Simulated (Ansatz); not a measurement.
`C[NH][InH2]` + `O[SiH3]` → `[SiH3][O][InH2]` + CH₃NH₂ at 700 K and 1 bar (ligand exchange at the In–N bond).

Calculated with Ansatz (gas phase, PBE0-D4/def2-TZVP geometries, no zero-point term in ΔE). CBS: MP2 limit from def2 TZ/QZ plus the TZ coupled-cluster correction, frozen cores. def2 core potentials past Kr. For In outer-core shells are correlated without core-valence functions, which leaves a few kJ/mol of doubt a bond.

| species | CCSD(T)/CBS energy (Eh) | H − E (kJ/mol) | S (J/(mol·K)) |
| --- | --- | --- | --- |
| `C[NH][InH2]` | -286.14916 | 235.3 | 412.7 |
| `O[SiH3]` | -366.69042 | 144.6 | 321.6 |
| `[SiH3][O][InH2]` | -557.10255 | 174.0 | 443.4 |
| CH₃NH₂ | -95.75281 | 207.6 | 296.6 |

H − E and S are ideal-gas, rigid-rotor, harmonic terms from PBE0-D4/def2-TZVP. 1 Eh = 2625.50 kJ/mol, R = 8.31446 J/(mol·K).

Problem. By hand: ΔE, ΔH, ΔS and ΔG.

Solution. ΔE = (-557.10255) + (-95.75281) − (-286.14916) − (-366.69042) = -0.01578 Eh = -41.4 kJ/mol. Δ(H − E) = 174.0 + 207.6 − 235.3 − 144.6 = 1.7, so ΔH = -39.7 kJ/mol. ΔS = 443.4 + 296.6 − 412.7 − 321.6 = 5.7 J/(mol·K). ΔG = -39.7 − 700 × (5.7)/1000 = -43.7 kJ/mol.

Problem. By hand: the equilibrium constant, and the temperature at which ΔG would vanish if ΔH and ΔS stayed fixed.

Solution. log₁₀ K = −ΔG/(RT ln 10) = 3.3. ΔH and −TΔS have one sign here, so there is no such temperature. One of them is within its doubt of zero, so this could turn.

The number of gas molecules stays the same, so ΔS is small and ΔH decides. A doubt of 5 kJ/mol in ΔE shifts log₁₀ K by 0.4 here. Modes under 60 cm⁻¹, often nearly free rotors, make the harmonic entropy too high. These are equilibria of isolated gas molecules and say nothing of rates. Largest T1 diagnostic: 0.016 (customary marks: 0.02 for closed shells, 0.045 for open ones).
